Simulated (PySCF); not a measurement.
## How methods differ on the ionisation energy of Si²⁺

Si²⁺ [Ne] 3s2 (1S) → Si³⁺ [Ne] 3s1 (2S), as a difference of total energies. Computed with PySCF 2.14 in aug-cc-pV(Q+d)Z with one added diffuse shell each of s, p, d, f, g type (8s7p6d4f3g, 114 functions), with no relativity, point nucleus. Correlated levels: valence: [Ne] frozen. The calculations carry no spin-orbit coupling.

Question: Order these methods by the ionisation energy they give, lowest first.
A. CCSD (valence)
B. MP2 (valence)
C. UHF
D. SCS-MP2 (valence)

Answer: C (31.957 eV), B (32.863 eV), D (33.044 eV), A (33.196 eV).

Errors of the correlated levels include the incompleteness of this basis and the frozen core.

With two correlated electrons CCSD is exact in that space.

For comparison: 33.493 eV (measured; NIST Atomic Spectra Database, ionization energies).
